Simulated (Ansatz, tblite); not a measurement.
Removing an electron: SbMe3 (C₃H₉Sb). Total charge 0; singlet. Geometry: PBE0-D4/def2-SVP. Ansatz, gas phase; energy differences of separate SCF runs; the oxidised species was run as a doublet alone.

```xyz
13

Sb   -0.8620    0.7557   -0.3605
C    -1.2261   -0.7891    1.1225
H    -1.5728   -0.3307    2.0601
H    -0.3038   -1.3566    1.3147
H    -2.0057   -1.4751    0.7604
C     0.9697    1.4536    0.5755
H     1.6196    0.6012    0.8219
H     0.7300    2.0056    1.4960
H     1.5020    2.1304   -0.1087
C     0.1575   -0.5779   -1.7390
H     0.6694    0.0104   -2.5146
H    -0.5738   -1.2381   -2.2277
H     0.8962   -1.1894   -1.2005
```

In the def2 sets Sb takes a core potential; there is no spin–orbit coupling. The xTB rows come from tblite.

Question: Estimate orbital energies and vertical ionisation energies at: GFN1-xTB; GFN2-xTB; PBE-D4/def2-TZVP; r2SCAN-D4/def2-TZVP; PBE0-D4/def2-TZVP.

Answer: 
```tsv
level	−HOMO (eV)	vertical IE (eV)	−LUMO (eV)	HOMO–LUMO gap (eV)
GFN1-xTB	11.07	14.16	5.05	6.02
GFN2-xTB	9.86	12.75	4.75	5.11
PBE-D4/def2-TZVP	5.48	8.33	0.51	4.96
r2SCAN-D4/def2-TZVP	5.69	8.35	0.20	5.49
PBE0-D4/def2-TZVP	6.46	8.40	-0.22	6.68
```

Relaxing the oxidised species (PBE0-D4/def2-SVP) changes its energy by -0.60 eV at PBE0-D4/def2-TZVP, so the adiabatic ionisation energy to this nearest minimum is 7.80 eV. At PBE-D4/def2-TZVP it is 7.82 eV.    Raw xTB energy differences between charge states are shifted by several eV; the methods need an empirical correction for them.
